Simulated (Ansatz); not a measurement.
Total energies of (H2Ga-mu-NH2)3 (Ga3N3H12) from Ansatz at ωB97M-V/def2-TZVP, gas phase (1 Eh = 27.2114 eV = 2625.5 kJ/mol). The reference geometry is relaxed at B3LYP-D4/def2-SVP.

| state | geometry | energy (Eh) |
| --- | --- | --- |
| charge 0 singlet | reference | -5945.83802 |
| charge 1 doublet | reference | -5945.46730 |
| free Ga atom (doublet) | – | -1924.70450 |
| free H atom (doublet) | – | -0.49411 |
| free N atom (quartet) | – | -54.59261 |

Q: Work out the vertical ionisation energy to the doublet.

A: E(charge 1 doublet) − E(charge 0 singlet) = -5945.46730 − (-5945.83802) = 0.37072 Eh = 10.09 eV. For comparison, −ε of the highest occupied level is 9.98 eV at this level, 0.11 eV less.

Q: What is the binding energy per atom against free atoms?

A: Atoms: 3 × (-1924.70450) + 12 × (-0.49411) + 3 × (-54.59261) = -5943.82065 Eh. Binding: -5943.82065 − (-5945.83802) = 2.01737 Eh = 54.90 eV, or 3.05 eV for each of 18 atoms (no zero-point energy, no counterpoise term).
